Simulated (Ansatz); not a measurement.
`C#[C][SnH2][O]C` + CH₄ → `C#CC` + `C[O][SnH3]` at 600 K and 1 bar (formal exchange of groups at a C–Sn bond).

Program: Ansatz. Geometries: PBE0-D4/def2-TZVP. ΔE: electronic, gas phase. CCSD(T)/CBS is the MP2 limit (def2-TZVPP, def2-QZVPP) plus CCSD(T) − MP2 in def2-TZVPP, frozen cores. This one scheme is used for every species. Elements past krypton have def2 core potentials. For Sn outer-core shells are correlated without core-valence functions, which leaves a few kJ/mol of doubt a bond. Each species was taken in one conformer, which may not be the lowest.

| species | CCSD(T)/CBS energy (Eh) | H − E (kJ/mol) | S (J/(mol·K)) |
| --- | --- | --- | --- |
| `C#[C][SnH2][O]C` | -406.88720 | 261.2 | 478.2 |
| CH₄ | -40.46206 | 140.4 | 215.7 |
| `C#CC` | -116.49627 | 182.1 | 298.5 |
| `C[O][SnH3]` | -330.83288 | 212.2 | 399.2 |

H − E and S are ideal-gas, rigid-rotor, harmonic terms from PBE0-D4/def2-TZVP, for one conformer and one mirror image of each species. 1 Eh = 2625.50 kJ/mol, R = 8.31446 J/(mol·K).

**Question.** By hand: ΔE, ΔH, ΔS and ΔG.

**Answer.** ΔE = (-116.49627) + (-330.83288) − (-406.88720) − (-40.46206) = 0.02011 Eh = 52.8 kJ/mol. Δ(H − E) = 182.1 + 212.2 − 261.2 − 140.4 = -7.3, so ΔH = 45.5 kJ/mol. ΔS = 298.5 + 399.2 − 478.2 − 215.7 = 3.8 J/(mol·K). ΔG = 45.5 − 600 × (3.8)/1000 = 43.2 kJ/mol.

**Question.** By hand: the equilibrium constant, and the temperature at which ΔG would vanish if ΔH and ΔS stayed fixed.

**Answer.** log₁₀ K = −ΔG/(RT ln 10) = -3.8. ΔG = 0 at ΔH/ΔS = 11974 K, far beyond where these terms or the molecules hold.

The number of gas molecules stays the same, so ΔS is small and ΔH decides. A doubt of 5 kJ/mol in ΔE shifts log₁₀ K by 0.4 here. Other conformers and mirror images would add mixing entropy, several J/(mol·K) or more a flexible species. Modes under 60 cm⁻¹, often nearly free rotors, make the harmonic entropy too high. These are equilibria of isolated gas molecules and say nothing of rates. Largest T1 diagnostic: 0.014 (customary marks: 0.02 for closed shells, 0.045 for open ones).
